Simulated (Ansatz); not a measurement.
A nudged elastic band was laid between two geometries of CH4ClFN2Sn (10 atoms, charge 0, multiplicity 1).

Theory: RKS PBE0-D4/def2-SVP (Ansatz 0.2.0).

```json
{
  "movable images": "6",
  "climbing image": "no",
  "spring": "5.0 eV/Å²",
  "optimiser": "quadratic models (default)",
  "start path": "through a guess of the saddle point",
  "force threshold": "0.05 eV/Å",
  "iteration limit": "60",
  "end points": "relaxed"
}
```

Image 0:

```xyz
10
Properties=species:S:1:pos:R:3
F -0.684 -2.431 1.483
Sn 0.237 -1.301 0.217
Cl 1.740 -2.794 -0.746
N -0.801 0.044 -0.901
C -0.220 1.182 -0.176
N 0.681 0.589 0.821
H -1.811 0.047 -1.015
H -1.010 1.783 0.315
H 0.333 1.851 -0.864
H 1.619 0.978 0.869
```

Image 7:

```xyz
10
Properties=species:S:1:pos:R:3
F -1.615 -2.240 -0.059
Sn 0.082 -2.084 0.969
Cl 1.586 -2.467 -0.909
N -0.206 0.086 -0.231
C -0.233 1.344 0.396
N 0.701 2.188 0.478
H -1.106 -0.262 -0.575
H -1.189 1.546 0.903
H 0.524 -0.047 -0.936
H 1.539 1.886 -0.032
```

Question: Which bonds break or form, and what moves?

Answer: Bonds broken: Sn2–N6, C5–H9. Bonds formed: N4–H9.

Question: Give the energies along the band, and the barrier.

Answer: The run converged. The highest image is number 2 of 0 to 7, 0.74 eV above the first end and 2.61 eV above the last; the last end lies 1.87 eV below the first. Neighbouring images differ by up to 2.1 eV, so the band resolves the path poorly. No image climbed, so the highest image needn't sit at the top of the path. The orbitals stay closed-shell, which can raise the energy where a bond breaks towards radicals; this wasn't checked here.

| image | path coordinate (Å) | energy (eV) | Sn2–N6 (Å) | C5–H9 (Å) | N4–H9 (Å) |
| --- | --- | --- | --- | --- | --- |
| 0 | 0.00 | 0.00 | 2.03 | 1.11 | 2.13 |
| 1 | 1.10 | 0.20 | 2.05 | 1.11 | 2.13 |
| 2 | 2.20 | 0.74 | 2.14 | 1.11 | 2.01 |
| 3 | 3.30 | 0.63 | 2.75 | 1.59 | 1.10 |
| 4 | 4.40 | -1.44 | 3.31 | 2.01 | 1.02 |
| 5 | 5.50 | -1.83 | 3.66 | 2.06 | 1.02 |
| 6 | 6.60 | -1.86 | 4.09 | 2.06 | 1.02 |
| 7 | 7.70 | -1.87 | 4.34 | 2.07 | 1.02 |

Question: What is the geometry of the highest image?

Answer: 
```xyz
10
Properties=species:S:1:pos:R:3
F -0.985 -2.871 0.379
Sn 0.157 -1.298 0.398
Cl 2.190 -2.498 0.272
N -1.057 0.109 -0.399
C -0.217 1.237 -0.068
N 0.930 0.682 0.621
H -1.989 0.274 -0.761
H -0.733 1.980 0.579
H 0.017 1.676 -1.059
H 1.770 0.659 0.040
```

The band took 22 iterations and of the order of 14 core-minutes.

Time of the run: 7.2 min on 2 threads of Intel(R) Xeon(R) Platinum 8488C (Sapphire Rapids) (shared host), peak memory 0.35 GiB.
